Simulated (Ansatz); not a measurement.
Q: Name a neutral molecule of C, I, Si and H with HOMO energy (PBE/def2-TZVPP) between -6.20 and -5.90 eV and HOMO–LUMO gap (PBE/def2-TZVPP) between 4.25 and 4.55 eV (Ansatz, PBE0-D4/def2-TZVP geometry).

A: `[SiH3]/C=C/I` (-6.14 eV, 4.28 eV). Other molecules can fit too; these were computed, each in one conformer that needn't be the lowest.
